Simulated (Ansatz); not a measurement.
# A geometry optimisation of C2H9Ge2NO with PBE-D3(BJ)/def2-SVP

The starting geometry of this gas-phase singlet was optimised with GFN2-xTB; its bonds are those of `O=CN[CH2][GeH2][GeH3]`.

```xyz
15

C     0.9079    0.8420   -0.9456
C    -0.8237    2.3655   -1.7059
Ge   -2.1046    0.8096   -1.7246
Ge   -2.5658   -0.1591    0.3912
N     0.5554    2.0130   -1.4647
O     0.1325   -0.0481   -0.6649
H     1.9955    0.7336   -0.7944
H     1.2601    2.7093   -1.6561
H    -1.1507    3.0783   -0.9389
H    -0.8865    2.8807   -2.6674
H    -3.3263    1.4869   -2.3630
H    -1.6594   -0.1397   -2.8070
H    -4.0281   -0.1584    0.7624
H    -1.8910    0.5966    1.4969
H    -2.1156   -1.5753    0.5048
```

Task: Predict what it relaxes into with PBE-D3(BJ)/def2-SVP.

Result: It keeps its bonds, and is `O=CN[CH2][GeH2][GeH3]`.

The energy falls by 0.26 eV over 8 steps:

```json
{"step": "1", "E − E(last) (eV)": "0.257"}
{"step": "2", "E − E(last) (eV)": "0.021"}
{"step": "3", "E − E(last) (eV)": "0.005"}
{"step": "4", "E − E(last) (eV)": "0.001"}
{"step": "5", "E − E(last) (eV)": "0.000"}
{"step": "6", "E − E(last) (eV)": "0.000"}
{"step": "7", "E − E(last) (eV)": "0.000"}
{"step": "8", "E − E(last) (eV)": "0.000"}
```

Final geometry (Å):

```yaml
atoms:
  - { symbol: C, position_ang: [1.0052, 0.8307, -0.9399] }
  - { symbol: C, position_ang: [-0.8302, 2.3510, -1.6861] }
  - { symbol: Ge, position_ang: [-2.1352, 0.8256, -1.7614] }
  - { symbol: Ge, position_ang: [-2.6124, -0.1582, 0.4089] }
  - { symbol: N, position_ang: [0.5631, 2.0037, -1.4649] }
  - { symbol: O, position_ang: [0.2956, -0.1147, -0.6044] }
  - { symbol: H, position_ang: [2.1269, 0.8043, -0.8481] }
  - { symbol: H, position_ang: [1.2741, 2.7094, -1.6706] }
  - { symbol: H, position_ang: [-1.1961, 3.0491, -0.8997] }
  - { symbol: H, position_ang: [-0.9244, 2.8802, -2.6568] }
  - { symbol: H, position_ang: [-3.4072, 1.5427, -2.3301] }
  - { symbol: H, position_ang: [-1.6854, -0.2047, -2.8302] }
  - { symbol: H, position_ang: [-4.1404, -0.1214, 0.7132] }
  - { symbol: H, position_ang: [-1.8964, 0.6657, 1.5122] }
  - { symbol: H, position_ang: [-2.1375, -1.6285, 0.4807] }
```

The end wasn't checked by frequencies. Run with Ansatz 0.2.0, 16 s on 4 threads of Arm Neoverse V1, with other jobs on the host.
